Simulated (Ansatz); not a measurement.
CH5AlO2S, SMILES `C[O][Al]([OH])[SH]` at its PBE0-D4/def2-TZVP geometry, where that method's forces vanish. The species carries charge 0 and has multiplicity 1.

```xyz
10

C     1.4189    0.8863   -1.0775
O     0.3097    0.0398   -1.0067
Al   -0.7006   -0.5021    0.2118
O    -1.9443   -1.5569   -0.2130
S    -0.3350    0.1951    2.2480
H     1.2151    1.7134   -1.7651
H     1.6884    1.3143   -0.1036
H     2.2866    0.3368   -1.4564
H    -2.5760   -1.9264    0.3994
H    -1.3628   -0.5003    2.7630
```

(1) What forces (eV/Å) does PBE-D4/def2-TZVPP give on these atoms in Ansatz 0.2.0? (An estimate is asked.)

## Answers

(1) Computed: 
```
C1   0.168  0.133  0.013
O2  -0.152 -0.183 -0.314
Al3 -0.014  0.049  0.290
O4  -0.013 -0.100 -0.443
S5   0.244  0.213  0.116
H6  -0.026  0.187 -0.149
H7   0.082  0.108  0.196
H8   0.200 -0.104 -0.086
H9  -0.299 -0.174  0.292
H10 -0.189 -0.130  0.086
```
